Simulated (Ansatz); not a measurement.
A nudged elastic band was laid between two geometries of CH₃NOSe (7 atoms, charge 0, multiplicity 1).

Method: RKS PBE0-D4/def2-SVP in Ansatz 0.2.0.

* movable images: 5
* climbing image: yes
* spring: 5.0 eV/Å²
* optimiser: quadratic models (default)
* start path: IDPP
* force threshold: 0.03 eV/Å
* iteration limit: 41
* end points: relaxed

Image 0:

```xyz
7
Properties=species:S:1:pos:R:3
N -0.210 -1.167 -0.080
C 0.182 -0.009 0.222
O 1.037 0.205 1.226
Se -0.241 1.706 -0.547
H -0.859 -1.196 -0.862
H 1.234 -0.670 1.596
H -1.143 1.132 -1.555
```

Image 6:

```xyz
7
Properties=species:S:1:pos:R:3
N -0.625 -1.295 0.102
C 0.081 -0.282 0.314
O 1.133 -0.340 1.139
Se -0.186 1.537 -0.383
H -1.450 -1.092 -0.458
H 1.718 0.408 0.972
H -0.671 1.064 -1.686
```

What changes between the two ends?

No bond is made or broken. The dihedral N1–C2–O3–H6 goes from 0 to 162°.

Give the energies along the band, and the barrier.

The forces met the threshold. The highest image is number 3 of 0 to 6, 39.5 kJ/mol above the first end and 14.2 kJ/mol above the last; the last end lies 25.2 kJ/mol above the first. A vibrational analysis at the climbing image gives one clearly imaginary mode, 453i cm⁻¹: a first-order saddle point.

```csv
image,path coordinate (Å),energy (kJ/mol),dihedral N1–C2–O3–H6 (°)
0,0.00,0.0,0
1,0.38,9.3,24
2,0.77,30.0,59
3,1.15,39.5,94
4,1.48,34.3,123
5,1.82,26.9,150
6,2.15,25.2,162
```

What is the geometry of the highest image?


```xyz
7
Properties=species:S:1:pos:R:3
N -0.773 -1.067 0.201
C -0.005 -0.088 0.357
O 0.759 0.052 1.466
Se 0.265 1.460 -0.778
H -1.327 -1.002 -0.652
H 1.635 -0.318 1.300
H -0.556 0.963 -1.893
```

What are the harmonic wavenumbers there?

453i, 282, 303, 379, 549, 710, 810, 852, 1041, 1172, 1262, 1791, 2452, 3590, 3864 cm⁻¹.

The run took 4.1 min on 1 CPU thread of a shared host.
